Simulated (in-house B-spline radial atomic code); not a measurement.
PBE hybrid excitations of Sr IX (Sr8+)

Method: PBE hybrid with 0.7 exact exchange. Computed with a B-spline radial code for spherical atoms: linear response of the closed shell [Ar] 3d10 4s2 with the functional's adiabatic kernel; scalar-relativistic (spin-free one-electron X2C), finite nucleus, no spin-orbit coupling, no double excitations, S, P, D and F terms only; shells from n = 2 respond. Only terms of natural parity with L up to 3 were computed.

Command:
```bash
python run_td.py task.json out
```
Settings (radii: box in bohr, nucleus in fm):
```
Z                        38
electrons                30
configuration            [Ar] 3d10 4s2
hamiltonian              x2c
method                   pbeh
box_radius               11.59
exact_exchange_fraction  0.7
rms_radius               4.224
intervals                69
```

Time taken, with all properties: 2 s on 1 thread of Arm Neoverse N1, with other jobs on the host.

The lowest states, in the order of their Tamm-Dancoff energies; the method's threshold (minus the highest occupied level) is 155.31 eV. Labels give the largest channel, * marks a mixed state, and oscillator strengths are full-response dipole values. Semilocal kernels can invert the small singlet-triplet splittings of Rydberg terms. Energies in eV:

```tsv
state	full response	Tamm-Dancoff	oscillator strength
4s → 4p 3P	18.024	18.423	-
4s → 4p 1P	25.554	26.175	1.5
4s → 4d 3D	53.82	53.86	-
4s → 4d 1D	56.58	56.63	-
4s → 5s 3S	?	?	-
4s → 5s 1S	76.77	76.81	-
4s → 4f 3F	84.23	84.25	-
4s → 5p 3P	84.33	84.34	-
4s → 5p 1P	84.96	85.01	0.135
4s → 4f 1F	?	?	-
4s → 5d 3D	98.00	98.00	-
4s → 5d 1D	98.47	98.48	-
4s → 6s 3S	106.91	106.92	-
4s → 6s 1S	107.34	107.35	-
4s → 5f 3F	110.81	110.81	-
4s → 5f 1F	111.17	111.17	-
4s → 6p 3P	111.28	111.28	-
4s → 6p 1P	111.47	111.48	0.057
```

Task: Where does 4s → 5s 3S lie?

Result: At 75.29 eV in full response, 75.30 eV in Tamm-Dancoff.

Task: Where does 4s → 4f 1F lie?

Result: At 85.35 eV in full response, 85.36 eV in Tamm-Dancoff.

Task: How large is the singlet-triplet splitting of 4s → 4p (P terms) in Tamm-Dancoff?

Result: 7.75 eV, from the unrounded values.

Task: What polarisabilities and dispersion coefficient does the method give?

Result: Dipole 1.854 bohr³, quadrupole 1.409 bohr⁵, C6 2.851 hartree·bohr⁶ for two such species.
